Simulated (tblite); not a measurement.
C3H6F2OS2.
SMILES with atom numbers: `[CH3:1][S:2][S:3][CH2:4][O:5][CH:6]([F:7])[F:8]` (hydrogens: H9, H10, H11 on C1; H12, H13 on C4; H14 on C6)

Computed with GFN2-xTB (tblite), gas phase: Langevin dynamics at 400 K from the optimised GFN2-xTB geometry, time step 0.5 fs, friction 0.01 fs⁻¹, 2000 steps. The instantaneous temperature is 2·E(kin)/(3Nk) with all 3N coordinates.

```json
{"t (fs)": "0", "T (K)": "310", "E(pot) above start (eV)": "0.000", "C1–S2 (Å)": "1.824", "S2–S3 (Å)": "2.025", "S3–C4 (Å)": "1.819", "C4–O5 (Å)": "1.416", "O5–C6 (Å)": "1.349", "C1–H9 (Å)": "1.085", "C1–S2–S3–C4 (°)": "-89"}
{"t (fs)": "50", "T (K)": "241", "E(pot) above start (eV)": "0.355", "C1–S2 (Å)": "1.845", "S2–S3 (Å)": "2.141", "S3–C4 (Å)": "1.820", "C4–O5 (Å)": "1.407", "O5–C6 (Å)": "1.369", "C1–H9 (Å)": "1.108", "C1–S2–S3–C4 (°)": "-89"}
{"t (fs)": "100", "T (K)": "385", "E(pot) above start (eV)": "0.310", "C1–S2 (Å)": "1.831", "S2–S3 (Å)": "1.964", "S3–C4 (Å)": "1.835", "C4–O5 (Å)": "1.418", "O5–C6 (Å)": "1.365", "C1–H9 (Å)": "1.085", "C1–S2–S3–C4 (°)": "-87"}
{"t (fs)": "150", "T (K)": "372", "E(pot) above start (eV)": "0.356", "C1–S2 (Å)": "1.833", "S2–S3 (Å)": "1.993", "S3–C4 (Å)": "1.795", "C4–O5 (Å)": "1.406", "O5–C6 (Å)": "1.360", "C1–H9 (Å)": "1.101", "C1–S2–S3–C4 (°)": "-97"}
{"t (fs)": "200", "T (K)": "322", "E(pot) above start (eV)": "0.333", "C1–S2 (Å)": "1.831", "S2–S3 (Å)": "2.040", "S3–C4 (Å)": "1.827", "C4–O5 (Å)": "1.364", "O5–C6 (Å)": "1.302", "C1–H9 (Å)": "1.110", "C1–S2–S3–C4 (°)": "-93"}
{"t (fs)": "250", "T (K)": "353", "E(pot) above start (eV)": "0.683", "C1–S2 (Å)": "1.839", "S2–S3 (Å)": "2.017", "S3–C4 (Å)": "1.901", "C4–O5 (Å)": "1.480", "O5–C6 (Å)": "1.387", "C1–H9 (Å)": "1.089", "C1–S2–S3–C4 (°)": "-93"}
{"t (fs)": "300", "T (K)": "232", "E(pot) above start (eV)": "0.676", "C1–S2 (Å)": "1.828", "S2–S3 (Å)": "2.027", "S3–C4 (Å)": "1.935", "C4–O5 (Å)": "1.334", "O5–C6 (Å)": "1.347", "C1–H9 (Å)": "1.131", "C1–S2–S3–C4 (°)": "-93"}
{"t (fs)": "350", "T (K)": "471", "E(pot) above start (eV)": "0.479", "C1–S2 (Å)": "1.810", "S2–S3 (Å)": "2.012", "S3–C4 (Å)": "1.764", "C4–O5 (Å)": "1.487", "O5–C6 (Å)": "1.362", "C1–H9 (Å)": "1.027", "C1–S2–S3–C4 (°)": "-100"}
{"t (fs)": "400", "T (K)": "327", "E(pot) above start (eV)": "0.543", "C1–S2 (Å)": "1.881", "S2–S3 (Å)": "2.087", "S3–C4 (Å)": "1.795", "C4–O5 (Å)": "1.374", "O5–C6 (Å)": "1.317", "C1–H9 (Å)": "1.158", "C1–S2–S3–C4 (°)": "-90"}
{"t (fs)": "450", "T (K)": "373", "E(pot) above start (eV)": "0.513", "C1–S2 (Å)": "1.874", "S2–S3 (Å)": "2.065", "S3–C4 (Å)": "1.760", "C4–O5 (Å)": "1.445", "O5–C6 (Å)": "1.344", "C1–H9 (Å)": "1.064", "C1–S2–S3–C4 (°)": "-92"}
{"t (fs)": "500", "T (K)": "479", "E(pot) above start (eV)": "0.354", "C1–S2 (Å)": "1.865", "S2–S3 (Å)": "2.012", "S3–C4 (Å)": "1.818", "C4–O5 (Å)": "1.433", "O5–C6 (Å)": "1.339", "C1–H9 (Å)": "1.083", "C1–S2–S3–C4 (°)": "-94"}
{"t (fs)": "550", "T (K)": "420", "E(pot) above start (eV)": "0.472", "C1–S2 (Å)": "1.885", "S2–S3 (Å)": "2.031", "S3–C4 (Å)": "1.807", "C4–O5 (Å)": "1.432", "O5–C6 (Å)": "1.382", "C1–H9 (Å)": "1.072", "C1–S2–S3–C4 (°)": "-91"}
{"t (fs)": "600", "T (K)": "272", "E(pot) above start (eV)": "0.796", "C1–S2 (Å)": "1.992", "S2–S3 (Å)": "2.010", "S3–C4 (Å)": "1.815", "C4–O5 (Å)": "1.431", "O5–C6 (Å)": "1.373", "C1–H9 (Å)": "1.078", "C1–S2–S3–C4 (°)": "-73"}
{"t (fs)": "650", "T (K)": "325", "E(pot) above start (eV)": "0.812", "C1–S2 (Å)": "1.919", "S2–S3 (Å)": "2.000", "S3–C4 (Å)": "1.822", "C4–O5 (Å)": "1.437", "O5–C6 (Å)": "1.327", "C1–H9 (Å)": "1.047", "C1–S2–S3–C4 (°)": "-83"}
{"t (fs)": "700", "T (K)": "334", "E(pot) above start (eV)": "0.685", "C1–S2 (Å)": "1.892", "S2–S3 (Å)": "2.095", "S3–C4 (Å)": "1.781", "C4–O5 (Å)": "1.401", "O5–C6 (Å)": "1.362", "C1–H9 (Å)": "1.126", "C1–S2–S3–C4 (°)": "-93"}
{"t (fs)": "750", "T (K)": "556", "E(pot) above start (eV)": "0.526", "C1–S2 (Å)": "1.879", "S2–S3 (Å)": "2.012", "S3–C4 (Å)": "1.782", "C4–O5 (Å)": "1.418", "O5–C6 (Å)": "1.375", "C1–H9 (Å)": "1.106", "C1–S2–S3–C4 (°)": "-86"}
{"t (fs)": "800", "T (K)": "394", "E(pot) above start (eV)": "0.808", "C1–S2 (Å)": "1.864", "S2–S3 (Å)": "2.044", "S3–C4 (Å)": "1.885", "C4–O5 (Å)": "1.426", "O5–C6 (Å)": "1.358", "C1–H9 (Å)": "1.064", "C1–S2–S3–C4 (°)": "-70"}
{"t (fs)": "850", "T (K)": "394", "E(pot) above start (eV)": "0.731", "C1–S2 (Å)": "1.890", "S2–S3 (Å)": "1.971", "S3–C4 (Å)": "1.790", "C4–O5 (Å)": "1.397", "O5–C6 (Å)": "1.396", "C1–H9 (Å)": "1.117", "C1–S2–S3–C4 (°)": "-62"}
{"t (fs)": "900", "T (K)": "368", "E(pot) above start (eV)": "0.653", "C1–S2 (Å)": "1.833", "S2–S3 (Å)": "1.993", "S3–C4 (Å)": "1.791", "C4–O5 (Å)": "1.450", "O5–C6 (Å)": "1.350", "C1–H9 (Å)": "1.086", "C1–S2–S3–C4 (°)": "-80"}
{"t (fs)": "950", "T (K)": "466", "E(pot) above start (eV)": "0.654", "C1–S2 (Å)": "1.815", "S2–S3 (Å)": "2.129", "S3–C4 (Å)": "1.816", "C4–O5 (Å)": "1.493", "O5–C6 (Å)": "1.335", "C1–H9 (Å)": "1.112", "C1–S2–S3–C4 (°)": "-72"}
{"t (fs)": "1000", "T (K)": "290", "E(pot) above start (eV)": "0.902", "C1–S2 (Å)": "1.843", "S2–S3 (Å)": "2.013", "S3–C4 (Å)": "1.804", "C4–O5 (Å)": "1.403", "O5–C6 (Å)": "1.423", "C1–H9 (Å)": "1.064", "C1–S2–S3–C4 (°)": "-68"}
```

Question: From 500 fs on, how do temperature and potential energy compare with equipartition?

Answer: The mean temperature of these 11 frames is 391 K against the target 400 K, and the mean potential energy 0.67 eV against 36 × kT/2 = 0.62 eV for 36 classical harmonic modes. For 14 atoms in a canonical ensemble the temperature itself scatters by T·√(2/(3N)) = 87 K; here its standard deviation is 82 K. The whole run lasts only 10 friction times of 100 fs, so these averages carry a wide statistical error.

Question: What are the kinetic and total energies of the listed frame with the highest potential energy?

Answer: The one at 1000 fs, 0.902 eV above the start. Its kinetic energy is 3NkT/2 = 0.525 eV at 290 K, so the sum is 1.43 eV; over the listed frames the sum runs from 0.56 to 1.53 eV, since the thermostat adds and removes energy.

Question: How much do the listed bonds fluctuate from 500 fs on?

Answer: 
```json
{"bond": "C1–S2", "at the start (Å)": "1.824", "mean (Å)": "1.880", "standard deviation (Å)": "0.045"}
{"bond": "S2–S3", "at the start (Å)": "2.025", "mean (Å)": "2.028", "standard deviation (Å)": "0.044"}
{"bond": "S3–C4", "at the start (Å)": "1.819", "mean (Å)": "1.810", "standard deviation (Å)": "0.028"}
{"bond": "C4–O5", "at the start (Å)": "1.416", "mean (Å)": "1.429", "standard deviation (Å)": "0.026"}
{"bond": "O5–C6", "at the start (Å)": "1.349", "mean (Å)": "1.366", "standard deviation (Å)": "0.027"}
{"bond": "C1–H9", "at the start (Å)": "1.085", "mean (Å)": "1.087", "standard deviation (Å)": "0.024"}
```

The motion is classical and holds no zero-point motion.

The cost below is that of the whole dynamics run. Hardware: an Arm Neoverse V1 with one thread, on a shared host. Cost: 13 s of wall time, 0.19 GiB resident at most.
